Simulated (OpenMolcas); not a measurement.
**Ionisation energies of scandium**

```json
{
  "Program": "OpenMolcas",
  "Basis": "ANO-RCC [10s9p8d5f4g2h]",
  "Scalar Hamiltonian": "DKH2, point nucleus",
  "Spin-orbit coupling": "RASSI with atomic mean-field integrals over the reference wave functions, term energies averaged over their components"
}
```

Active shells in each charge state: the valence d, s shells, with orbitals averaged over the low states. Where CASPT2's correlated closed shells are named, they are those of the first ion.

A. CASSCF
B. SS-CASPT2, IPEA 0.25 Eh, imaginary shift 0.1 Eh (closed shells correlated: 3s 3p)
C. SS-CASPT2, IPEA 0 Eh, imaginary shift 0.1 Eh (closed shells correlated: 3s 3p)
D. SS-CASPT2, IPEA 0.25 Eh, imaginary shift 0.1 Eh (closed shells correlated: 2s 2p 3s 3p)

Energies in eV between the lowest computed levels, named as in B; reference values from the NIST Atomic Spectra Database with their kind.

```tsv
From	To	A	B	C	D	Spin-orbit share in B	Reference
Sc 3d 4s² ²D_3/2	Sc+ 3d 4s ³D₁	5.208	6.272	6.388	6.271	-0.002	6.561 (measured)
Sc+ 3d 4s ³D₁	Sc2+ 3d ²D_3/2	11.969	12.759	12.825	12.748	-0.004	12.800 (measured)
```

Error against the reference values, in %:

| From | Reference | A | B | C | D |
| --- | --- | --- | --- | --- | --- |
| Sc | measured | -20.6 | -4.4 | -2.6 | -4.4 |
| Sc+ | measured | -6.5 | -0.3 | +0.2 | -0.4 |

Mean absolute error over the 2 measured values: A 1.09 eV, B 0.17 eV, C 0.10 eV, D 0.17 eV. C lies closest.

The lowest level within the active space need not be the ion's true ground level.
